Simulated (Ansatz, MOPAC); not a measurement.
Spectroscopic constants of RuC, multiplicity 3 (not the ground state: that is measured with 2S+1 = 1). No spin–orbit coupling. The T1 diagnostic near the minimum is 0.079, so single-reference values are doubtful.

Constants: fifth-degree fit in 1/R to seven points, most abundant isotopes. Runs in def2 and cc sets follow the lowest solution found near the PBE0 minimum.

Programs: Ansatz (an electronic-structure program) with Gaussian orbitals; MOPAC for PM6 (differences of heats of formation).  In def2 rows elements past Kr take small-core potentials, without spin–orbit coupling.

```tsv
level	r_e (Å)	ω_e (cm⁻¹)	α_e (cm⁻¹)	B_e (cm⁻¹)	dipole (D)
PM6	1.652	716	0.0012	0.575	-
SVWN5/def2-TZVPP	1.611	1136	0.0034	0.605	2.00
PBE/def2-TZVPP	1.628	1091	0.0035	0.592	2.06
B3LYP/def2-TZVPP	1.615	1108	0.0037	0.602	2.10
```

The state that PM6 reach isn't checked.

Doubts at one or more of the structures used: a spin-contaminated determinant (PM6).
